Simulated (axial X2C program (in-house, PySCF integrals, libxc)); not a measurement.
Correcting the dissociation energy of SeBr⁺ for spin–orbit coupling

A spin-free PBE0 curve (one-electron X2C) was computed with an axial X2C code built on PySCF integrals, basis Br dyall-cv3z [8s9p6d4f1g], Se dyall-cv3z [8s9p6d4f1g] (cores contracted in-house), for the state M_S = 1, Λ = 0 (beyond evenly filled blocks: π+α, π-α). It gives D0 = 3.199 eV to Br + Se+, which in a spin-free picture are the weighted means of the ground terms.

Measured levels of the ground terms (NIST Handbook of Basic Atomic Spectroscopic Data), in cm⁻¹: Br 2P: J = 3/2 at 0, J = 1/2 at 3685.2; Se+ 4S: J = 3/2 at 0.

The molecular state has Λ = 0, so it has no first-order lowering.

How far does each ground level lie under the (2J+1)-weighted mean of its term?

Br: (4 × 0 + 2 × 3685.2)/6 = 1228 cm⁻¹; Se+: a single level, 0.

Correct D0.

D0 = 3.199 + (0 − 1228)/8065.5 = 3.047 eV at PBE0 with these spin–orbit terms. The direct two-component run gives 3.087 eV; the difference holds second-order terms in the molecule, scalar two-electron terms, the gap between measured and computed atomic splittings (a 2c atom can miss part of its lowering) and, in coupled cluster, the truncation of each run.

Second-order spin–orbit effects in the molecule, which grow quickly with Z, are left out. One determinant describes the state; a PBE0 search over occupations chose it and may have missed a lower one. De is counted from the lowest determinant-based energies of the atoms at the same level, without counterpoise correction. Other states lie close and PBE0, whose exact exchange favours high spin, may order them wrongly; the determinant shown need not be the ground state. The nearest other spin-free determinant of the search, M_S = 0, Λ = 2, lies 0.80 eV up at the distance of the search.
